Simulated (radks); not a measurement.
Neutral potassium, 19 electrons, occupied as [Ar] 4s1 (the NIST ground configuration). Method: non-relativistic Kohn-Sham, TPSS, spin-polarised, spherical densities, point nucleus; open shells are filled with parallel spins first; meta-GGA in the generalised Kohn-Sham scheme; computed with a radial shooting solver on a logarithmic mesh with Libxc functionals.

Unscreened Slater integrals over Kohn-Sham orbitals (hartree). They are taken over the spin-up orbitals.

integral,value
"F0(4s,4s)",0.17905
"F0(4s,3p)",0.23085
"G1(4s,3p)",0.010980
"F0(4s,3s)",0.23235
"G0(4s,3s)",0.0068594
"F0(4s,2p)",0.24192
"G1(4s,2p)",0.0030469
"F0(3p,3p)",0.63221
"F2(3p,3p)",0.31563
"F0(3p,3s)",0.66693
"G1(3p,3s)",0.44105
"F0(3p,2p)",0.86643
"F2(3p,2p)",0.15099
"G0(3p,2p)",0.058790
"G2(3p,2p)",0.059731
"F0(3s,3s)",0.70751
"F0(3s,2p)",0.94307
"G1(3s,2p)",0.070704
"F0(2p,2p)",2.6067
"F2(2p,2p)",1.2168
